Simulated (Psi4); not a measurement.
HO4Re, charge -1, doublet (typed; the unrestricted solution is spin-contaminated), geometry from GFN2-xTB (such geometries of metal compounds can be far from the true shape) (the multiplicity is a formal guess) (core potentials on Re) (a gas-phase anion, which may not be bound at this level), with bond 3-1 at 2.0 times its length; Psi4 with SVWN/def2-SVP.

Input for Psi4:
```
memory 2 GB

molecule mol {
-1 2
Re    0.035786   -0.028833   -0.103133
O     1.122646    0.966998   -0.913134
O     1.238723   -0.849266    3.162385
O    -0.618858   -1.380019   -0.861275
O    -1.333723    1.011122    0.972587
H    -1.142535    0.890027    1.912513
}

set {
  basis def2-svp
  reference uks
  dft_spherical_points 194
}

energy('svwn')
print_variables()
```

The log (banner, timings and long lists left out):

```
   => Loading Basis Set <=

    Name: DEF2-SVP
    Role: ORBITAL
    Keyword: BASIS

    !!!  WARNING: ECP capability is in beta. Please check occupations closely.  !!!

         ---------------------------------------------------------
                                   SCF
               by Justin Turney, Rob Parrish, Andy Simmonett
                          and Daniel G. A. Smith
                              UKS Reference
         ---------------------------------------------------------

  ==> Geometry <==

    Molecular point group: c1
    Full point group: C1

    Geometry (in Angstrom), charge = -1, multiplicity = 2:

       Center              X                  Y                   Z               Mass
    ------------   -----------------  -----------------  -----------------  -----------------
         RE          -0.012151196345     0.004947888898    -0.184116221687   186.955750100000
         O            1.074708803655     1.000778888898    -0.994117221687    15.994914619570
         O            1.190785803655    -0.815485111102     3.081401778313    15.994914619570
         O           -0.666795196345    -1.346238111102    -0.942258221687    15.994914619570
         O           -1.381660196345     1.044902888898     0.891603778313    15.994914619570
         H           -1.190472196345     0.923807888898     1.831529778313     1.007825032230

  Running in c1 symmetry.

  Rotational constants: A =      0.11689  B =      0.05964  C =      0.05809 [cm^-1]
  Rotational constants: A =   3504.19534  B =   1787.98378  C =   1741.40501 [MHz]
  Nuclear repulsion =  193.190968334858809

  Charge       = -1
  Multiplicity = 2
  Electrons    = 49
  Nalpha       = 25
  Nbeta        = 24

  ==> Algorithm <==

  SCF Algorithm Type is DF.
  DIIS enabled.
  MOM disabled.
  Fractional occupation disabled.
  Guess Type is SAD.
  Energy threshold   = 1.00e-06
  Density threshold  = 1.00e-06
  Integral threshold = 1.00e-12

  ==> Primary Basis <==

  Basis Set: DEF2-SVP
    Blend: DEF2-SVP
    Number of shells: 39
    Number of basis functions: 93
    Number of Cartesian functions: 102
    Spherical Harmonics?: true
    Max angular momentum: 3

  Core potential: DEF2-SVP
    Number of shells: 4
    Number of ECP primitives: 10
    Number of ECP core electrons: 60
    Max angular momentum: 3

  ==> DFT Potential <==

   => LibXC <=

    Version 7.1.2
    S. Lehtola, C. Steigemann, M. J. T. Oliveira, and M. A. L. Marques,  SoftwareX 7, 1–5 (2018) (10.1016/j.softx.2017.11.002)

   => Composite Functional: SVWN <=

    Slater exchange
    Vosko, Wilk & Nusair (VWN5_RPA)
    P. A. M. Dirac,  Math. Proc. Cambridge Philos. Soc. 26, 376 (1930) (10.1017/S0305004100016108)
    F. Bloch,  Z. Phys. 57, 545 (1929) (10.1007/BF01340281)
    S. H. Vosko, L. Wilk, and M. Nusair,  Can. J. Phys. 58, 1200 (1980) (10.1139/p80-159)

    Deriv               =              1
    GGA                 =          FALSE
    Meta                =          FALSE

    Exchange Hybrid     =          FALSE
    MP2 Hybrid          =          FALSE

   => Exchange Functionals <=

    1.0000         XC_LDA_X

   => Correlation Functionals <=

    1.0000   XC_LDA_C_VWN_RPA

   => LibXC Density Thresholds  <==

    XC_LDA_C_VWN_RPA:  1.00E-15
    XC_LDA_X:  1.00E-15

   => Molecular Quadrature <=

    Radial Scheme          =       TREUTLER
    Pruning Scheme         =           NONE
    Nuclear Scheme         =       TREUTLER

    Blocking Scheme        =         OCTREE
    BS radius alpha        =              1
    Pruning alpha          =              1
    Radial Points          =             75
    Spherical Points       =            194
    Total Points           =          84500
    Total Blocks           =            698
    Max Points             =            256
    Max Functions          =             90
    Weights Tolerance      =       1.00E-15

   => Loading Basis Set <=

    Name: (DEF2-SVP AUX)
    Role: JKFIT
    Keyword: DF_BASIS_SCF

  ==> Integral Setup <==

  SCF_SUBTYPE=INCORE selected. In-core MEM_DF algorithm will be used.
  Using in-core AOs.

  ==> MemDFJK: Density-Fitted J/K Matrices <==

    J tasked:                   Yes
    K tasked:                    No
    wK tasked:                   No
    Algorithm:                 Core
    Schwarz Cutoff:           1E-12
    Mask sparsity (%):       6.9372
    Fitting Condition:        1E-10

   => Auxiliary Basis Set <=

  Basis Set: (DEF2-SVP AUX)
    Blend: DEF2-UNIVERSAL-JKFIT
    Number of shells: 151
    Number of basis functions: 553
    Number of Cartesian functions: 733
    Spherical Harmonics?: true
    Max angular momentum: 6

  Minimum eigenvalue in the overlap matrix is 1.0222704619E-02.
  Reciprocal condition number of the overlap matrix is 2.4644980204E-03.
    Using symmetric orthogonalization.

  ==> Pre-Iterations <==

  SCF Guess: Superposition of Atomic Densities via on-the-fly atomic UHF (no occupation information).

   -------------------------
    Irrep   Nso     Nmo
   -------------------------
     A         93      93
   -------------------------
    Total      93      93
   -------------------------

  ==> Iterations <==

                           Total Energy        Delta E     RMS |[F,P]|

   @DF-UKS iter SAD:  -376.89811679533051   -3.76898e+02   0.00000e+00
   @DF-UKS iter   1:  -375.49999744002037    1.39812e+00   2.37325e-02 DIIS/ADIIS
   @DF-UKS iter   2:  -350.87534958292065    2.46246e+01   5.15340e-02 DIIS/ADIIS
   @DF-UKS iter   3:  -374.98252737456147   -2.41072e+01   2.68169e-02 DIIS/ADIIS
   @DF-UKS iter   4:  -368.26883461514512    6.71369e+00   2.69879e-02 DIIS/ADIIS
   @DF-UKS iter   5:  -377.44791048382626   -9.17908e+00   1.10972e-02 DIIS/ADIIS
   @DF-UKS iter   6:  -377.83830198511225   -3.90392e-01   9.02197e-03 DIIS/ADIIS
   @DF-UKS iter   7:  -377.86032710627961   -2.20251e-02   8.36000e-03 DIIS/ADIIS
   @DF-UKS iter   8:  -378.19009559937717   -3.29768e-01   3.66259e-03 DIIS/ADIIS
   @DF-UKS iter   9:  -377.54449124898554    6.45604e-01   1.03519e-02 DIIS/ADIIS
   @DF-UKS iter  10:  -378.21985263961329   -6.75361e-01   2.51111e-03 DIIS/ADIIS
   @DF-UKS iter  11:  -378.21554518336802    4.30746e-03   2.63947e-03 DIIS/ADIIS
   @DF-UKS iter  12:  -378.23189598812905   -1.63508e-02   2.10405e-03 DIIS/ADIIS
   @DF-UKS iter  13:  -378.24776265754554   -1.58667e-02   1.50635e-03 DIIS/ADIIS
   @DF-UKS iter  14:  -378.24185272548249    5.90993e-03   1.74759e-03 DIIS/ADIIS
   @DF-UKS iter  15:  -378.25499880857842   -1.31461e-02   9.32789e-04 DIIS/ADIIS
   @DF-UKS iter  16:  -378.25957936606397   -4.58056e-03   4.50410e-04 DIIS/ADIIS
   @DF-UKS iter  17:  -378.26046576684888   -8.86401e-04   2.58122e-04 DIIS/ADIIS
   @DF-UKS iter  18:  -378.26084760316695   -3.81836e-04   1.27790e-04 DIIS/ADIIS
   @DF-UKS iter  19:  -378.26091158328398   -6.39801e-05   8.26440e-05 DIIS
   @DF-UKS iter  20:  -378.26093655401166   -2.49707e-05   2.61873e-05 DIIS
   @DF-UKS iter  21:  -378.26094027121763   -3.71721e-06   8.85570e-06 DIIS
   @DF-UKS iter  22:  -378.26094045178274   -1.80565e-07   3.64293e-06 DIIS
   @DF-UKS iter  23:  -378.26094051929527   -6.75125e-08   2.09282e-06 DIIS
   @DF-UKS iter  24:  -378.26094053764439   -1.83491e-08   1.27210e-06 DIIS
   @DF-UKS iter  25:  -378.26094053882349   -1.17910e-09   1.43202e-06 DIIS
   @DF-UKS iter  26:  -378.26094054356423   -4.74074e-09   1.07554e-06 DIIS
   @DF-UKS iter  27:  -378.26094054504262   -1.47838e-09   1.05525e-06 DIIS
   @DF-UKS iter  28:  -378.26094054855633   -3.51372e-09   9.24382e-07 DIIS
  Energy and wave function converged.

  ==> Post-Iterations <==

   Electrons on quadrature grid:
      Nalpha   =   25.0000352651 ; deviation = 3.527e-05
      Nbeta    =   24.0000336797 ; deviation = 3.368e-05
      Ntotal   =   49.0000689448 ; deviation = 6.894e-05

   @Spin Contamination Metric:   5.335040095E-01
   @S^2 Expected:                7.500000000E-01
   @S^2 Observed:                1.283504009E+00
   @S   Expected:                5.000000000E-01
   @S   Observed:                5.000000000E-01

    Orbital Energies [Eh]
    ---------------------

    Alpha Occupied:

[...]
      25A     -0.027965

    Alpha Virtual:

[...]
    Beta Occupied:

[...]
    Beta Virtual:

[...]
    Final Occupation by Irrep:
              A
    DOCC [    24 ]
    SOCC [     1 ]
    NA   [    25 ]
    NB   [    24 ]

  @DF-UKS Final Energy:  -378.26094054855633

   => Energetics <=

    Nuclear Repulsion Energy =            193.1909683348588089
    One-Electron Energy =                -941.4279421812129840
    Two-Electron Energy =                 411.8824591892557692
    DFT Exchange-Correlation Energy =     -41.9064258914578929
    Empirical Dispersion Energy =           0.0000000000000000
    VV10 Nonlocal Energy =                  0.0000000000000000
    Total Energy =                       -378.2609405485563343

  UHF NO Occupations:
  HONO-2 :   23  A 1.9989337
  HONO-1 :   24  A 1.6859336
  HONO-0 :   25  A 1.0000000
  LUNO+0 :   26  A 0.3140664
  LUNO+1 :   27  A 0.0010663
  LUNO+2 :   28  A 0.0004913
  LUNO+3 :   29  A 0.0003046

Computation Completed

Properties will be evaluated at   0.000000,   0.000000,   0.000000 [a0]

Properties computed using the SCF density matrix

 Multipole Moments:

 ------------------------------------------------------------------------------------
     Multipole            Electronic (a.u.)      Nuclear  (a.u.)        Total (a.u.)
 ------------------------------------------------------------------------------------

 L = 1.  Multiply by 2.5417464519 to convert [e a0] to [Debye]
 Dipole X            :         -1.4106262            0.6870545           -0.7235717
 Dipole Y            :          0.3813825            0.1317038            0.5130863
 Dipole Z            :        -30.1129920           29.0315362           -1.0814558
 Magnitude           :                                                    1.3986995

 ------------------------------------------------------------------------------------

  Variable Map:
  ----------------------------------------------------------------------------
[...]
  Array Variable Map:
  ----------------------------------------------------------------------------
[...]
[...]
```
